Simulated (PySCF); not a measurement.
CH5N3OSi, SMILES [SiH](OC#N)(N)N. Geometry: PBE-D3(BJ)/def2-SVP. The structure was generated by enumeration, and PubChem lists no compound with its InChIKey, so it may never have been made. The values are those of a single conformer.

Problem. Give the equilibrium geometry at PBE-D3(BJ)/def2-SVP (PySCF confirms it by a frequency run) as Cartesian coordinates in Å. (Estimate from the structure and the level; the computed values follow.)

Solution. Several could match; the one computed here: 
```xyz
11

N      2.5520     0.6338     1.4798
C      1.7935     0.2410     0.6674
O      0.9926    -0.1848    -0.2457
Si    -0.7480    -0.2945    -0.0180
N     -1.6059     1.1838     0.0207
N     -1.1369    -1.1400    -1.4574
H     -0.8824    -0.9051     1.3418
H     -1.7450     1.6885     0.8980
H     -1.6495     1.7989    -0.7946
H     -2.1109    -1.3170    -1.7064
H     -0.5055    -1.8527    -1.8275
```
